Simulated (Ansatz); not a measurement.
Consider the formal exchange of groups at a C–Se bond: `C[Se]CN` + `C[CH2][SnH3]` → `CC[CH2][SnH3]` + `NC[SeH]`.

Calculated with Ansatz (gas phase, PBE0-D4/def2-TZVP geometries, no zero-point term in ΔE). CBS: MP2 limit from def2 TZ/QZ plus the TZ coupled-cluster correction, frozen cores. DFT in def2-TZVPP. B3LYP here is the variant with VWN-RPA as its local correlation; programs differ in this. def2 core potentials past Kr. For Se, Sn outer-core shells are correlated without core-valence functions, which leaves a few kJ/mol of doubt a bond. Scalar relativity is left out up to krypton. One conformer a species, not always the lowest.

```tsv
level	ΔE (kcal/mol)
B3LYP-D4	3.7
B2PLYP	3.4
PBE	4.1
B3LYP	3.4
HF/def2-QZVPP	1.2
SCS-MP2/def2-QZVPP	2.9
MP2/CBS(def2)	3.3
CCSD/CBS(def2)	2.0
```

Question: What does CCSD(T)/CBS give? (Best estimate.)

Answer: Ansatz gave: +2.5 kcal/mol. The listed levels differ from it by 1.2, 0.9, 1.6, 0.9, -1.3, 0.4, 0.8, -0.5 kcal/mol.

Largest T1 diagnostic among the species: 0.012.

In def2-TZVPP, CCSD(T) changes the Hartree–Fock value by +1.3 kcal/mol (the triples alone add +0.5 kcal/mol) and MP2 by +2.0 kcal/mol. From PBE to PBE0 (25 % exact exchange), in def2-TZVPP and without D4, ΔE moves by −1.0 kcal/mol.
